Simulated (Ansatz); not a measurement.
Process, species as SMILES: [F][Ga]([F])[F] → [Ga]([F])([F])[F] as triplet, charge 0 (to the triplet)

Quantity: adiabatic triplet-singlet gap, E(triplet) - E(singlet) (0 K, with zero-point energies), in eV. Terms: non-relativistic; LANL2DZ with its own core potentials from Na on; no spin-orbit coupling; no dispersion term unless named; UHF or UKS for open shells; 6-31G* and kin with 6d, 5d where marked. First-principles rows: single points at B3LYP-D3(BJ) geometries (Ansatz, a quantum-chemistry and plane-wave program), with unscaled harmonic terms from B3LYP/6-31G* (LANL2DZ past Ar) (Ansatz) at its own minima. Levels can end on unlike triplets.

```csv
level,program,"adiabatic triplet-singlet gap, E(triplet) - E(singlet) (0 K, with zero-point energies) (eV)"
PBE/STO-3G,Ansatz,1.70
PBE/3-21G,Ansatz,4.16
PBE/LANL2DZ,Ansatz,3.94
PBE/6-31G*,Ansatz,3.94
PBE/def2-SVP,Ansatz,4.02
PBE/6-31G* with LANL2DZ past Ar,Ansatz,4.34
PBE/def2-TZVPD,Ansatz,4.18
```

No value to compare with is used here. The 6 habitual levels span 1.70 (PBE/STO-3G) to 4.34 eV (PBE/6-31G* with LANL2DZ past Ar); PBE/def2-TZVPD gives 4.18.

The sets are all those run for this method; left out are runs that failed, that the program found above a lower state of the same kind, or whose <S^2> lies over 0.5 above the pure value.
